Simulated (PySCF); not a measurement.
**A ladder of Hamiltonians for Er⁶⁶⁺ (erbium, charge +66)**

Occupied: 1s1/2. Hartree-Fock calculated with PySCF 2.14 in an even-tempered Gaussian basis (19 s from 16 bohr⁻², ratio 2.3; 15 p from 20 bohr⁻², ratio 2.3), Gaussian nucleus throughout. NR is non-relativistic, sf-X2C the spin-free one-electron X2C Hamiltonian, X2C adds the bare one-electron spin-orbit term, X2C-SNSO screens it by Boettger's factors, DC is four-component Dirac-Coulomb, and the Gaunt and Breit terms are added at first order (total energies over the DC spinors, levels after relaxing the spinors in that mean field). QED terms are absent. Levels marked empty are virtual spinors of this ion.

```tsv
Hamiltonian	E (hartree)	E − E(DC) (hartree)	CPU seconds
NR	-4581.3419	320.8265	0.56
sf-X2C	-4899.9284	2.2400	0.34
X2C	-4899.9284	2.2400	0.34
X2C-SNSO	-4899.9284	2.2400	0.34
DC	-4902.1685	0.0000	6.7
DC+Gaunt	-4897.6918	4.4766	11
DC+Breit	-4897.6918	4.4766	100
```

**Question.** Give the 2p spin-orbit interval with each Hamiltonian that has one.

**Answer.** X2C 1066; X2C-SNSO 1049; DC 1041; DC+Gaunt 1026; DC+Breit 1026 (eV).

```csv
level (eV),NR,sf-X2C,X2C,X2C-SNSO,DC,DC+Gaunt,DC+Breit
1s1/2,-61757.1,-66000.3,-66000.3,-66000.3,-66060.7,-65939.9,-65939.9
2s1/2 (empty),-14998.2,-16294.1,-16294.1,-16294.1,-16300.7,-16287.1,-16288.7
2p1/2 (empty),-14870.9,-15390.4,-16146.1,-16133.3,-16130.0,-16101.4,-16105.5
2p3/2 (empty),-14870.9,-15390.4,-15080.3,-15084.6,-15089.2,-15075.3,-15079.3
3s1/2 (empty),-6634.8,-7085.9,-7085.9,-7085.9,-7087.9,-7084.0,-7084.5
```

Weight of the small component: 1s1/2 0.0652, 2s1/2 0.0160, 2p1/2 0.0159, 2p3/2 0.0149, 3s1/2 0.00696.

Koopmans' value for the highest occupied level at DC+Breit: 65939.9 eV, against an ionisation energy of 65848.24 ± 0.12 eV (theoretical estimate listed by NIST; NIST Atomic Spectra Database, ionization energies); the former lacks relaxation, correlation, QED and recoil.

The whole ladder took 120 s of wall time on 1 thread of Neoverse-N1 (shared host), launched as `OMP_NUM_THREADS=1 python relrun2.py TASK.json OUT` (a driver that calls PySCF for each Hamiltonian).
